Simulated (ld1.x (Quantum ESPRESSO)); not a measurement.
## An all-electron radial function and its pseudo partner (gold (Au))

Columns: radius, all-electron u(r) and pseudo u(r) of the 5p shell (level -62.53 eV) of gold in the configuration [Kr] 4d10 4f14 5s2 5p6 5d9 6s2 6p0; PBE, scalar-relativistic, PAW scheme, ld1.x (Quantum ESPRESSO) 7.5.

| r (bohr) | all-electron | pseudo |
| --- | --- | --- |
| 0.110 | -0.3499 | -0.0144 |
| 0.220 | 0.0786 | -0.0564 |
| 0.330 | 0.6086 | -0.1220 |
| 0.440 | 0.3668 | -0.2051 |
| 0.550 | -0.1777 | -0.2982 |
| 0.660 | -0.6638 | -0.3928 |
| 0.770 | -0.9752 | -0.4808 |
| 0.880 | -1.1174 | -0.5547 |
| 0.990 | -1.1342 | -0.6089 |
| 1.100 | -1.0720 | -0.6396 |
| 1.210 | -0.9677 | -0.6456 |
| 1.320 | -0.8466 | -0.6280 |
| 1.430 | -0.7244 | -0.5899 |
| 1.540 | -0.6099 | -0.5362 |
| 1.650 | -0.5074 | -0.4726 |
| 1.760 | -0.4183 | -0.4051 |
| 1.870 | -0.3425 | -0.3389 |
| 1.980 | -0.2788 | -0.2784 |
| 2.090 | -0.2261 | -0.2261 |
| 2.200 | -0.1826 | -0.1826 |
| 2.310 | -0.1471 | -0.1471 |
| 2.420 | -0.1182 | -0.1182 |
| 2.530 | -0.0948 | -0.0948 |
| 2.640 | -0.0759 | -0.0759 |
| 2.750 | -0.0607 | -0.0607 |
| 2.860 | -0.0485 | -0.0485 |

(1) How many radial nodes do the two functions have?

(2) At about which radius was the pseudo-wave matched?

(3) Where does each function peak?

(4) Is the pseudo-wave norm-conserving?

Results:

(1) The all-electron 5p function has n − l − 1 = 3 (the table is too coarse to show those close to the nucleus); the pseudo-wave has 0, since the states of the same l below it are removed with the core.

(2) 2.20 bohr. The columns agree to 0.0005 from 1.98 bohr on; several derivatives are matched, so the curves merge somewhat inside the radius.

(3) Outermost all-electron maximum near 0.99 bohr, pseudo maximum near 1.21 bohr (to the table’s step).

(4) No, it belongs to a PAW set: the norm inside the radius is not constrained, and the difference is carried by the augmentation charge.
